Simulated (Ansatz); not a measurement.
Cartesian coordinates (Å):
```xyz
5

F      1.7217     0.5803    -0.0601
Sn    -0.0418    -0.1446     0.0258
F     -1.1575     1.3718    -0.2884
H     -0.3022    -0.6306     1.6252
H     -0.2203    -1.1769    -1.3025
```
Charge 0, multiplicity 1.

Computed with Ansatz (an electronic-structure program) with frozen-core CCSD(T)/def2-TZVPP // PBE0-D4/def2-TZVP.

The HF energy is -413.53286 Ha and the MP2 correlation energy is -0.83021 Ha.

Task: Estimate the CCSD correlation energy, the (T) correction, the total energy and the T1 diagnostic.

Result: 
CCSD correlation energy: -0.83199 Ha
(T) correction: -0.02308 Ha
CCSD(T) total energy: -414.38793 Ha
T1 diagnostic: 0.014
